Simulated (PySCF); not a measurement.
**[C6H7NO]-: g tensor and hyperfine couplings**

C6H7NO (charge -1 and doublet state).
Geometry (GFN2-xTB, Å), atoms numbered from 1 in this order:
```
atom  x, y, z in Å
C1    -2.338    0.078    0.428
C2    -1.322   -0.425   -0.604
O3    -1.741   -1.036   -1.642
C4     0.030   -0.152   -0.310
C5     1.164   -0.535   -1.104
C6     2.295   -0.109   -0.495
N7     1.971    0.616    0.636
C8     0.579    0.504    0.815
H9    -2.290    1.167    0.525
H10   -3.345   -0.203    0.118
H11   -2.136   -0.352    1.413
H12    1.100   -1.065   -2.037
H13    3.328   -0.210   -0.793
H14    2.596    0.662    1.430
H15    0.107    1.069    1.597
```

The hyperfine couplings belong to this conformer and change with its torsions.

Identity: `C[C]([O-])c1cc[nH]c1` [radical] (charge -1).

Method: UKS B3LYP, pcH-1 on C H N O, non-relativistic, mean-field spin-orbit, GIAO (PySCF 2.14.0). Whether the extra electron is bound in the gas phase wasn't checked; a finite basis holds it in any case. A GFN2-xTB geometry isn't a minimum of the functional, and hyperfine couplings can be far from their values at a DFT geometry, by a factor of two or more for some ions and for spin on atoms past the first row. No stability test was run, so a lower SCF solution isn't excluded.

| Quantity | Value |
| --- | --- |
| g1, g2, g3 | 2.00205, 2.00434, 2.00506 |
| g_iso | 2.00382 |
| Form of g | rhombic: the two nearest values differ by 24 % of g3 − g1 |
| ⟨S²⟩ | 0.7624 (exact 0.7500) |
| HOMO–LUMO gap, α and β orbitals | 2.22, 5.23 eV |
| Basis functions | 270 |

Hyperfine couplings atom by atom, in G; T1 to T3 are the principal values of the dipolar part; ρ(0) is the spin density at the nucleus (MHz turned into gauss with g_iso; 10 G = 1 mT):

| atom | isotope | a_iso | T1 | T2 | T3 | Mulliken spin population | ρ(0) (bohr⁻³) |
| --- | --- | --- | --- | --- | --- | --- | --- |
| C1 | 13C | -5.7 | -0.3 | -0.1 | 0.4 | -0.03 | -0.0143 |
| C2 | 13C | 6.0 | -10.3 | -9.2 | 19.5 | 0.27 | 0.0149 |
| O3 | 17O | -8.8 | -32.7 | 16.0 | 16.8 | 0.26 | 0.0407 |
| C4 | 13C | -8.0 | -1.8 | -0.4 | 2.2 | 0.00 | -0.0199 |
| C5 | 13C | 1.0 | -0.9 | -0.6 | 1.5 | 0.04 | 0.0025 |
| C6 | 13C | -3.0 | -3.3 | 1.4 | 1.8 | -0.05 | -0.0074 |
| N7 | 14N | 2.8 | -1.8 | -1.7 | 3.5 | 0.06 | 0.0240 |
| C8 | 13C | 12.8 | -12.2 | -11.8 | 24.1 | 0.42 | 0.0320 |
| H9 | 1H | 9.2 | -1.2 | -0.4 | 1.7 | 0.02 | 0.0058 |
| H10 | 1H | 0.2 | -0.9 | -0.8 | 1.7 | 0.00 | 0.0001 |
| H11 | 1H | 8.8 | -1.2 | -0.4 | 1.7 | 0.02 | 0.0055 |
| H12 | 1H | -0.9 | -0.7 | -0.2 | 0.9 | 0.00 | -0.0005 |
| H13 | 1H | 1.1 | -0.6 | 0.0 | 0.6 | 0.00 | 0.0007 |
| H14 | 1H | 6.9 | -2.2 | -0.8 | 3.0 | 0.01 | 0.0043 |
| H15 | 1H | -7.6 | -5.7 | 0.4 | 5.3 | -0.02 | -0.0048 |

The Mulliken spin populations are largest on C8 (+0.42), C2 (+0.27) and O3 (+0.26). Three atoms exceed +0.15.

The SMILES `C[C]([O-])c1cc[nH]c1` draws the unpaired electron on C2, whose computed spin population is only +0.27.

Axes: g2 points within 9° of the C1–C2 bond.

Under fast tumbling the dipolar parts average out, and these isotropic splittings remain: 1 × 1H (H15, I = 1/2, 2 lines) with 0.76 mT, 1 × 1H (H14, I = 1/2, 2 lines) with 0.69 mT, 3 × 1H (H9/H10/H11, I = 1/2, 4 lines) with 0.61 mT, 1 × 14N (N7, I = 1, 3 lines) with 0.28 mT, 1 × 1H (H13, I = 1/2, 2 lines) with 0.11 mT and 1 × 1H (H12, I = 1/2, 2 lines) with 0.09 mT.

Class means assume fast exchange of nuclei equivalent by connectivity; if that motion is slow, each nucleus keeps its own coupling. The three 1H nuclei of mean +17.0 MHz run from 0.5 to 25.9 MHz in the frozen geometry.

The 13C coupling of C8 (35.9 MHz) shows only in satellite lines or after enrichment, since that isotope makes up about 1.07 % of natural carbon.

The 17O coupling of O3 (-24.7 MHz) shows only in satellite lines or after enrichment, since that isotope makes up about 0.038 % of natural oxygen.

Examples of negative spin density at the nucleus (bohr⁻³): C4 (-0.0199), C1 (-0.0143) and C6 (-0.0074).

Time: 72 s of wall time (grids of density and orbitals included); peak memory 0.97 GiB. Hardware: one thread, Arm Neoverse V1 (aarch64), no GPU (shared host).
